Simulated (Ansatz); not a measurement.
Computed with Ansatz on PBE0-D4/def2-TZVP structures; ΔE is electronic, products minus reactants. CCSD(T)/CBS is the MP2 limit (def2-TZVPP, def2-QZVPP) plus CCSD(T) − MP2 in def2-TZVPP, frozen cores. This one scheme is used for every species. DFT in def2-TZVPP. B3LYP here is the variant with VWN-RPA as its local correlation; programs differ in this. For Br outer-core shells are correlated without core-valence functions, which leaves a few kJ/mol of doubt a bond. Scalar relativity is left out up to krypton. Each species was taken in one conformer, which may not be the lowest.

Reaction (formal exchange of groups at a C–C bond): `N#CCBr` + `CCCCCC` → `CCCCCCCBr` + `C#N`

`N#CCBr`:

```xyz
6

N     1.480   -0.643   -1.452
C     0.655   -0.332   -0.715
C    -0.400    0.046    0.196
Br    0.279    1.132    1.652
H    -0.857   -0.837    0.638
H    -1.157    0.634   -0.319
```

`CCCCCC`:

Z-matrix (Å, degrees):
```
C
C 1 1.520
H 1 1.094 2 111.0
H 1 1.092 2 111.3 3 119.9
H 1 1.093 2 111.8 3 -120.0
C 2 1.524 1 113.9 3 56.2
H 2 1.095 1 109.2 3 -65.2
H 2 1.096 1 109.5 3 179.5
C 6 1.526 2 115.1 1 60.0
H 6 1.096 2 108.8 1 -61.9
H 6 1.095 2 108.9 1 -176.7
C 9 1.524 6 115.1 2 57.2
H 9 1.096 6 108.4 2 179.3
H 9 1.095 6 109.5 2 -65.8
C 12 1.520 9 113.9 6 60.0
H 12 1.095 9 108.4 6 -178.2
H 12 1.096 9 109.8 6 -63.2
H 15 1.092 12 111.3 9 176.1
H 15 1.094 12 111.0 9 56.2
H 15 1.093 12 111.8 9 -63.8
```

`CCCCCCCBr`:

```xyz
23

C     2.490   -2.334    0.694
C     1.557   -1.140    0.601
C     0.185   -1.510    0.058
C    -0.811   -0.359    0.028
C    -0.424    0.764   -0.923
C    -1.488    1.839   -1.080
C    -1.901    2.534    0.195
Br   -0.413    3.457    1.060
H     3.469   -2.051    1.085
H     2.644   -2.790   -0.289
H     2.079   -3.106    1.352
H     2.013   -0.372   -0.031
H     1.438   -0.684    1.591
H    -0.228   -2.321    0.670
H     0.295   -1.922   -0.954
H    -0.918    0.038    1.045
H    -1.797   -0.745   -0.258
H     0.505    1.235   -0.589
H    -0.215    0.339   -1.912
H    -1.154    2.588   -1.804
H    -2.402    1.390   -1.495
H    -2.645    3.307    0.011
H    -2.282    1.844    0.945
```

`C#N`:

Z-matrix (Å, degrees):
```
C
N 1 1.146
H 1 1.069 2 180.0
```

| level | ΔE (kcal/mol) |
| --- | --- |
| r2SCAN-D4 | 1.2 |
| B3LYP | 2.6 |

(1) What does CCSD(T)/CBS give? (Best estimate.)

Largest T1 diagnostic among the species: 0.014.

Results:

(1) The calculation gave: -1.6 kcal/mol. The listed levels differ from it by 2.8, 4.2 kcal/mol.

The D4 term adds −1.1 kcal/mol with B3LYP and −0.7 kcal/mol with PBE0; it sums over pairs of atoms, weighted by their polarisabilities, and B3LYP, whose exchange is more repulsive, gets the larger term. In def2-TZVPP, CCSD(T) changes the Hartree–Fock value by −1.8 kcal/mol (the triples alone add −0.2 kcal/mol) and MP2 by −1.7 kcal/mol.
